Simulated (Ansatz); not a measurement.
A nudged elastic band was laid between two geometries of FH$_{8}$NW (11 atoms, charge 0, multiplicity 1).

Computed with RKS B3LYP/def2-SVP in Ansatz.

| Item | Value |
| --- | --- |
| movable images | 5 |
| climbing image | yes |
| spring | 5.0 eV/Å² |
| optimiser | quadratic models (default) |
| start path | through a guess of the saddle point |
| force threshold | 0.05 eV/Å |
| iteration limit | 60 |
| end points | relaxed |

Initial state:

```xyz
11
Properties=species:S:1:pos:R:3
W 0.218 0.199 -0.187
H -0.277 -0.167 1.423
H 1.342 -0.719 0.697
H -0.748 1.397 0.534
H -1.406 -0.172 -0.059
H -0.186 -1.407 0.035
F 0.179 0.015 -2.091
N 1.602 1.649 0.929
H 2.603 1.464 0.830
H 1.440 2.641 0.739
H 1.371 1.496 1.913
```

Final state:

```xyz
11
Properties=species:S:1:pos:R:3
W 0.208 0.143 -0.781
H 0.923 1.210 3.937
H 1.422 -0.759 -0.037
H -0.728 1.419 -0.204
H -1.377 -0.198 -0.280
H -0.195 -1.395 -0.189
F 0.422 0.213 -2.622
N 1.296 1.307 0.393
H 2.226 1.071 0.727
H 1.050 2.262 0.638
H 0.893 1.122 3.182
```

**Question.** What changes between the two ends?

**Answer.** Bonds broken: W1–H2, N8–H11. Bonds formed: H2–H11. FH8NW becomes FH6NW + H2.

**Question.** Give the energies along the band, and the barrier.

**Answer.** It converged. The highest image is number 1 of 0 to 6, 0.78 eV above the first end and 0.61 eV above the last; the last end lies 0.17 eV above the first. The profile has 2 maxima (images 1, 3) with wells between them (image 2): this band takes more than one step, which may be the mechanism or a detour left from its start path. A vibrational analysis at the climbing image gives one clearly imaginary mode, 1242i cm⁻¹: a first-order saddle point. The orbitals stay closed-shell, which can raise the energy where a bond breaks towards radicals; this wasn't checked here.

```csv
image,path coordinate (Å),energy (eV),W1–H2 (Å),N8–H11 (Å),H2–H11 (Å)
0,0.00,0.00,1.72,1.02,2.39
1,1.18,0.78,1.86,1.38,1.03
2,2.20,0.19,2.06,2.39,0.79
3,3.22,0.28,2.93,2.87,0.76
4,4.25,0.21,3.87,2.98,0.76
5,5.27,0.18,4.46,2.88,0.76
6,6.30,0.17,4.89,2.82,0.76
```

**Question.** What is the geometry of the highest image?

**Answer.** 
```xyz
11
Properties=species:S:1:pos:R:3
W 0.267 0.247 -0.203
H 0.051 0.172 1.645
H 1.459 -0.663 0.573
H -0.678 1.506 0.413
H -1.344 -0.130 0.126
H -0.163 -1.329 0.218
F 0.236 0.074 -2.070
N 1.598 1.626 0.692
H 2.552 1.402 0.961
H 1.376 2.601 0.872
H 0.787 0.889 1.536
```

Time of the run: 2.5 min on 2 threads of Intel(R) Xeon(R) 6975P-C (Granite Rapids), on a shared host, peak memory 0.23 GiB.
